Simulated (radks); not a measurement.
Nd XXIX, 32 electrons, occupied as [Ar] 3d10 4s2 4p2 (the NIST ground configuration). Calculated with a radial shooting solver on a logarithmic mesh with Libxc functionals: scalar-relativistic Kohn-Sham, BLYP, spin-polarised, spherical densities, finite nucleus; open shells are filled with parallel spins first (spin-orbit coupling, left out, can overturn this in heavy ions); Fermi nuclear charge, rms radius 4.9123 fm.

Normalised radial functions P(r) = r R(r), r in bohr:

r,3p up,3d up,4p down
0.001731,0.0114,0.0001,0.0063
0.002218,0.0174,0.0001,0.0097
0.00282,0.0263,0.0002,0.0147
0.003613,0.0403,0.0005,0.0225
0.004593,0.0607,0.0009,0.0338
0.005886,0.0922,0.0018,0.0514
0.007483,0.1372,0.0036,0.0764
0.009513,0.2019,0.0068,0.1124
0.01219,0.2964,0.0133,0.1648
0.0155,0.4211,0.0252,0.2339
0.01986,0.5883,0.0478,0.3261
0.02525,0.7835,0.0872,0.4328
0.03235,0.9998,0.1582,0.5490
0.04113,1.1802,0.2728,0.6413
0.0527,1.2597,0.4594,0.6703
0.067,1.1357,0.7238,0.5771
0.08517,0.7264,1.0730,0.3168
0.1091,-0.0153,1.4902,-0.1251
0.1387,-0.9204,1.8669,-0.6157
0.1778,-1.7605,2.0984,-0.9546
0.226,-2.1564,2.0498,-0.8573
0.2896,-1.9674,1.6851,-0.2027
0.3682,-1.3591,1.1377,0.7371
0.4718,-0.6718,0.5841,1.4766
0.5998,-0.2342,0.2227,1.5365
0.7625,-0.0518,0.0567,1.0295
0.9771,-0.0060,0.0080,0.4241
1.242,-0.0004,0.0006,0.1067
1.592,0.0000,0.0000,0.0129

3p up: eigenvalue -2200.7 eV, 1 radial node at r = 0.109 bohr, <r> = 0.260 bohr, 90 % of the charge inside 0.389 bohr. 3d up: eigenvalue -1882.3 eV, 0 radial nodes, <r> = 0.236 bohr, 90 % of the charge inside 0.367 bohr. 4p down (empty): eigenvalue -1006.5 eV, 2 radial nodes at r = 0.102, 0.306 bohr, <r> = 0.556 bohr, 90 % of the charge inside 0.793 bohr.
